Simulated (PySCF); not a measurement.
Molfile (atoms numbered from 1):
```
C5H6N2O2
     RDKit          3D

 15 15  0  0  0  0  0  0  0  0999 V2000
   -2.6025    0.7537    0.6249 C   0  0  0  0  0  0  0  0  0  0  0  0
   -1.2403    1.1135    0.7438 O   0  0  0  0  0  0  0  0  0  0  0  0
   -0.3632    0.2676    0.1815 C   0  0  0  0  0  0  0  0  0  0  0  0
   -0.4861   -0.9247   -0.5183 C   0  0  0  0  0  0  0  0  0  0  0  0
    0.7302   -1.3710   -0.8662 N   0  0  0  0  0  0  0  0  0  0  0  0
    1.6053   -0.4977   -0.4075 C   0  0  0  0  0  0  0  0  0  0  0  0
    3.0363   -0.5610   -0.5433 C   0  0  0  0  0  0  0  0  0  0  0  0
    3.8019    0.2685   -0.1016 O   0  0  0  0  0  0  0  0  0  0  0  0
    0.9598    0.5286    0.2460 N   0  0  0  0  0  0  0  0  0  0  0  0
   -2.7965   -0.2082    1.1065 H   0  0  0  0  0  0  0  0  0  0  0  0
   -2.9035    0.7007   -0.4245 H   0  0  0  0  0  0  0  0  0  0  0  0
   -3.1620    1.5384    1.1296 H   0  0  0  0  0  0  0  0  0  0  0  0
   -1.3689   -1.4703   -0.7817 H   0  0  0  0  0  0  0  0  0  0  0  0
    3.3822   -1.4499   -1.0963 H   0  0  0  0  0  0  0  0  0  0  0  0
    1.4027    1.3198    0.6851 H   0  0  0  0  0  0  0  0  0  0  0  0
  1  2  1  0
  2  3  1  0
  3  4  2  0
  4  5  1  0
  5  6  2  0
  6  7  1  0
  7  8  2  0
  6  9  1  0
  9  3  1  0
  1 10  1  0
  1 11  1  0
  1 12  1  0
  4 13  1  0
  7 14  1  0
  9 15  1  0
M  END
```

No solvent, fast rotation and ring inversion assumed for equivalent nuclei, a single conformation, non-relativistic Hamiltonian. Shielding tensors at PBE0/pcSseg-1 (GIAO); geometry from GFN2-xTB; PySCF 2.14.0 with density-fitted response routines.

Question: Predict the 2D correlation tables (HSQC, COSY, HMBC).

Answer: 

HSQC (one-bond C–H):
```
                δH          δC
        9.67 (H14)  185.2 (C7)
        6.66 (H13)  112.9 (C4)
4.06 (H10/H11/H12)   58.5 (C1)
```

HMBC (two and three bonds, from the bond graph; two-bond peaks within aromatic rings are usually weak or absent):
```
                δH                      δC
        9.67 (H14)              142.7 (C6)
        6.66 (H13)  157.5 (C3), 142.7 (C6)
4.06 (H10/H11/H12)              157.5 (C3)
```

No COSY cross peaks are expected.

References, each an isolated molecule treated in the same way: 1H (σref 31.72) and 13C (σref 186.93) against TMS.

Short H···H contacts in this conformer between protons four or more bonds apart (candidates for NOE cross peaks, intensity ∝ r⁻⁶): H11···H13 2.68 Å.

OH and NH positions are those of a molecule without intermolecular hydrogen bonds; in solution they move with solvent, concentration and temperature, and exchange usually removes their couplings. Shifts are as computed. Against solution values, carbons near 30 ppm lie about +3 ppm off and those near 130 ppm about +5 ppm (rms about the fit 2.1 ppm; single classes can miss by 10 ppm). Of 1328 compounds with measured shifts, 309 miss one by over three times the rms of a fit or turn the order of signals round; such compounds aren't used in these exercises. Signals without a measured value on file couldn't be tested in this way; 1H shifts scatter by 0.2 ppm about their fit, and single ones miss by 0.5 ppm.
